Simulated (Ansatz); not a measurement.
Geometry optimisation, DFT PBE-D3(BJ), scalar-relativistic, plane waves, PAW in Ansatz 0.2.0.

Input:

```yaml
crystal:
  lattice:
    - [5.727565, 0.0, 0.0]
    - [4.295674, 7.440325, 0.0]
    - [0.0, 0.0, 17.676537]
  atoms:
    - { symbol: Al, position: [0.16666666, 0.11111111, 0.05657217] }
    - { symbol: Al, position: [0.66666665, 0.11111111, 0.05657217] }
    - { symbol: Al, position: [0.16666664, 0.44444445, 0.05657217] }
    - { symbol: Al, position: [0.66666663, 0.44444445, 0.05657217] }
    - { symbol: Al, position: [0.16666662, 0.77777779, 0.05657217] }
    - { symbol: Al, position: [0.66666661, 0.77777779, 0.05657217] }
    - { symbol: Al, position: [-0.16666668, 0.22222223, 0.18885309] }
    - { symbol: Al, position: [0.33333332, 0.22222223, 0.18885309] }
    - { symbol: Al, position: [-0.1666667, 0.55555556, 0.18885309] }
    - { symbol: Al, position: [0.33333329, 0.55555556, 0.18885309] }
    - { symbol: Al, position: [-0.16666672, 0.8888889, 0.18885309] }
    - { symbol: Al, position: [0.33333327, 0.8888889, 0.18885309] }
    - { symbol: Al, position: [0.0, 0.0, 0.32113401] }
    - { symbol: Al, position: [0.49999999, 0.0, 0.32113401] }
    - { symbol: Al, position: [-2.0e-08, 0.33333334, 0.32113401] }
    - { symbol: Al, position: [0.49999997, 0.33333334, 0.32113401] }
    - { symbol: Al, position: [-4.0e-08, 0.66666668, 0.32113401] }
    - { symbol: Al, position: [0.49999995, 0.66666668, 0.32113401] }
    - { symbol: W, position: [0.1666666, 1.11111113, 0.45634149] }
basis:
  ecutwfc: 420.0
kpoints:
  mp_grid: { grid: [4, 3, 1] }
hamiltonian:
  xc: pbe
  dispersion: d3bj
  pseudopotentials: { kind: paw, azcp: { folder: soft_1 } }
scf:
  occupations: { method: gaussian, width: 0.1 }
  lower_state_search: "off"
relax:
  f_tol: 0.03
  max_steps: 60
  adjacent_minimum: "off"
  constraints: [{ sites: [0, 1, 2, 3, 4, 5] }]
output:
  write_density: true
  write_potential: true
  elf: true
  volumetric_format: npy
```

Launched with:

```bash
$ ansatz run input.yaml --threads 2 --pin off --max-ram 5120MiB --backend cpu --events-out ev --progress --plain --runs-dir out
```

Task: Where does it end, and by what steps?

Result: It converged. The force dipped under the threshold on the way, but the program's further checks kept it going. Limits of this set-up: coarse k mesh, thin slab, slab without dipole correction. After 17 steps the energy has fallen by 2.272 eV; W19 moved furthest, 1.49 Å. Joined: Al16–W19 (4.08 → 2.53 Å).

| step | energy less start (eV) | largest force component (eV/Å) | accepted |
| --- | --- | --- | --- |
| 0 | 0.0000 | 4.151 | yes |
| 1 | -0.9067 | 3.446 | yes |
| 2 | -1.2287 | 2.994 | yes |
| 3 | -1.6467 | 0.427 | yes |
| 4 | -1.7420 | 0.112 | yes |
| 5 | -1.7752 | 0.128 | yes |
| 6 | -1.8376 | 0.331 | yes |
| 7 | -1.9452 | 0.441 | yes |
| 8 | -2.0209 | 0.156 | yes |
| 9 | -2.0746 | 0.163 | yes |
| 10 | -2.1181 | 0.204 | yes |
| 11 | -2.1727 | 0.134 | yes |
| 12 | -2.2183 | 0.158 | yes |
| 13 | -2.2500 | 0.106 | yes |
| 14 | -2.2678 | 0.068 | yes |
| 15 | -2.2706 | 0.024 | yes |
| 16 | -2.2707 | 0.024 | yes |
| 17 | -2.2715 | 0.017 | yes |

```xyz
19
Lattice="5.7276 0.0000 0.0000 4.2957 7.4403 0.0000 0.0000 0.0000 17.6765" Properties=species:S:1:pos:R:3
Al 1.432 0.827 1.000
Al 4.296 0.827 1.000
Al 2.864 3.307 1.000
Al 5.728 3.307 1.000
Al 4.296 5.787 1.000
Al 7.159 5.787 1.000
Al -0.061 1.630 3.359
Al 2.811 1.658 3.373
Al 1.402 4.159 3.248
Al 4.250 4.131 3.310
Al 2.889 6.602 3.321
Al 5.726 6.641 3.349
Al 0.479 0.227 6.035
Al 3.224 -0.165 5.676
Al 1.203 2.761 5.487
Al 4.237 2.472 5.709
Al 2.888 4.887 5.654
Al 5.642 5.076 5.566
W 6.719 9.012 7.232
```

The run took 3.6 min on 2 threads of Arm Neoverse V1 (shared host), peak memory 0.97 GiB.
